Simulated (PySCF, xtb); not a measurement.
difluoro(1-fluoroethenyl)borane (C2H2BF3), SMILES FB(C(=C)F)F.

GFN2-xTB run with xtb at its own geometry gives an orbital gap of 3.99 eV and a dipole moment of 2.38 D.

The structure is a stationary point at B3LYP-D3(BJ)/def2-SVP. One conformer was computed; it need not be the lowest.

**Question.** What does HF/def2-TZVP (PySCF) give? (The exact figures need the calculation; the answer reports its results.)

**Answer.** gap 13.04 eV (levels -11.02 and 2.02 eV), dipole 2.21 D.
